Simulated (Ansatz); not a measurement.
Job for Ansatz (a quantum-chemistry and plane-wave program): R-CCSD(T)/def2-TZVPP on CH4SSe (SMILES CS[SeH]), a point of a torsion scan. The run froze 20 orbitals, filled d shells among them.

Ansatz 0.2 input:
```yaml
crystal:
  periodic: [false, false, false]
  atoms:
    - {symbol: C, position_ang: [-0.89993623, -0.15074248, 0.07202306]}
    - {symbol: S, position_ang: [0.07359876, 1.37008183, -0.21276898]}
    - {symbol: Se, position_ang: [2.11527743, 0.67767557, -0.02263148]}
    - {symbol: H, position_ang: [-0.59208524, -0.92154122, -0.62691895]}
    - {symbol: H, position_ang: [-1.93384228, 0.12392441, -0.10635308]}
    - {symbol: H, position_ang: [-0.77333116, -0.48461762, 1.09671561]}
    - {symbol: H, position_ang: [2.28396760, 0.89591051, 1.41526154]}
basis:
  gaussian:
    orbitals: def2-TZVPP
magnetization: {spin_polarized: false}
correlation: {method: ccsd_t, electrons: outside_noble_gas}
scf: {lower_state_search: off}
```

It printed:

```
WARN ansatz: RAYON_NUM_THREADS=1 ignored (pool sized by the plan → 1); use --threads N
Functional definition: HF
these checks for a lower state are left out or cut short: stability, starts, cluster_reference, orbital_swaps, neighbouring_geometries, increment
integrals: 0.56 GiB planned
1058 factors; integrals over basis functions are off by at most 1.4e-3 eV
mean field: 0.56 GiB planned
mean field evaluation 1: about -77213.3770 eV, gradient 2.1e1 eV
mean field evaluation 2: about -77213.6003 eV, gradient 2.1e1 eV
mean field evaluation 4: about -77215.0603 eV, gradient 2.8e0 eV
mean field evaluation 8: about -77215.0941 eV, gradient 1.7e-1 eV
mean field -77215.09427430 eV, -2837.6023763099 hartree, gradient 2.2e-6 eV, S^2 0.000000; 0 other end points of the search recorded, 0 dependent functions left out
20 core orbitals not correlated
reference -77215.09427430 eV, -2837.6023763099 hartree; 10, 10 occupied and 147, 147 virtual orbitals, 1058 factors
second order -13.91562195 eV of doubles, -0.00000000 eV of singles
coupled cluster: 1.29 GiB planned
cycle   1  -14.66066274 eV  change   -7.5e-1 eV  update   8.3e-2
cycle   2  -15.05166078 eV  change   -3.9e-1 eV  update   2.5e-2
cycle   3  -15.10932988 eV  change   -5.8e-2 eV  update   1.1e-2
cycle   4  -15.10536604 eV  change    4.0e-3 eV  update   2.8e-3
cycle   5  -15.10502023 eV  change    3.5e-4 eV  update   1.3e-3
cycle   6  -15.10489045 eV  change    1.3e-4 eV  update   4.6e-4
cycle   7  -15.10482455 eV  change    6.6e-5 eV  update   1.6e-4
cycle   8  -15.10485760 eV  change   -3.3e-5 eV  update   5.0e-5
cycle   9  -15.10485557 eV  change    2.0e-6 eV  update   1.7e-5
perturbative correction -0.67071271 eV, -0.0246482376 hartree
Total energy: -77230.86984259 eV, -2838.1821177514 hartree
Checks for a lower state left out: stability, starts, cluster_reference, orbital_swaps, neighbouring_geometries, increment
```

The calculation finished and met its thresholds.

Cost: roughly 60 core-seconds.
